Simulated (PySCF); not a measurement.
C2H6FGeN, singlet, geometry from GFN2-xTB. Base run: PBE/6-31G, polarisability run with PySCF.

Input for PySCF:
```python
from pyscf import gto, scf, dft
from pyscf.prop import polarizability

mol = gto.Mole()
mol.atom = '''
    Ge   -0.58396894    0.70505672    0.16106591
    F     0.94631586    1.68531417   -0.04083281
    N     0.18962800   -0.92124885   -0.10620343
    C    -0.63710276   -2.10837863   -0.04832433
    C     1.57269300   -1.23642880   -0.38219729
    H    -0.60951874   -2.65107333   -0.99928798
    H    -0.29328793   -2.78649709    0.74006454
    H    -1.66982085   -1.82398968    0.16157579
    H     1.98628124   -1.88608751    0.39623518
    H     1.66987084   -1.75058684   -1.34410516
    H     2.14570130   -0.31382160   -0.41454262
'''
mol.basis = '6-31g'
mol.verbose = 3
mol.build()

mf = dft.RKS(mol)
mf.xc = 'pbe'
mf.kernel()
alpha = mf.Polarizability().polarizability()[2, 2]
print('alpha_zz =', alpha)
```

Each row names what was changed in the base input (with any setting that the change needs).

```tsv
change	alpha_zz (bohr³)	basis functions	core-seconds (rough)
base	44.40	75	10
functional = camb3lyp	[?]	75	30
basis = STO-3G	21.67	44	8
finite field (a.u.) = 0.02; conv_tol = 1e-11	44.45	75	20
basis = 6-31G*	45.63	100	20
finite field (a.u.) = 0.001; conv_tol = 1e-11	44.40	75	20
basis = def2-SVP	45.93	118	20
functional = lda,vwn	44.33	75	10
finite field (a.u.) = 2e-4; conv_tol = 1e-11	44.40	75	10
functional = pbe0	[?]	75	20
functional = hf	43.53	75	2
finite field (a.u.) = 2e-4; conv_tol = 1e-6	44.93	75	9
```

Fill in the missing entries.


- functional = camb3lyp, alpha_zz (bohr³): 43.12
- functional = pbe0, alpha_zz (bohr³): 43.79

Finite-field rows take the second difference of the energy in a field along z; a small field with loose convergence shows SCF noise divided by the square of the field, and a large one adds hyperpolarisability.
